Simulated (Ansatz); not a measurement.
CH7GeSi, SMILES `[SiH2][CH2][GeH3]` radical, relaxed with UKS PBE0-D4/def2-TZVP in Ansatz from a PBE-D4/def2-SVP geometry. The force threshold is 0.005 eV/Å; the program also tests the step.

Total charge 0; spin multiplicity 2.

Start:

```xyz
10

Si    0.226    1.419   -1.230
C     0.740    0.473    0.325
Ge   -0.415   -1.099    0.686
H     0.314    0.541   -2.455
H    -1.179    1.955   -1.100
H     1.786    0.116    0.227
H     0.697    1.141    1.210
H     0.055   -1.828    1.978
H    -0.339   -2.084   -0.510
H    -1.883   -0.634    0.869
```

How much energy does the relaxation release, and in how many steps? (An estimate is asked.)

The calculation gave: 0.03 eV, in 4 steps.

Which bonds change most? (Best estimate.)

The calculation gave: Si1–C2 from 1.890 to 1.868 Å; Si1–H4 from 1.510 to 1.491 Å; Si1–H5 from 1.510 to 1.491 Å; C2–Ge3 from 1.984 to 1.967 Å.

Give the relaxed structure. (Best estimate.)

Computed: 
```xyz
10

Si    0.225    1.404   -1.216
C     0.734    0.471    0.321
Ge   -0.411   -1.088    0.678
H     0.313    0.535   -2.424
H    -1.164    1.931   -1.087
H     1.764    0.120    0.223
H     0.691    1.131    1.192
H     0.054   -1.811    1.957
H    -0.338   -2.065   -0.507
H    -1.867   -0.628    0.863
```
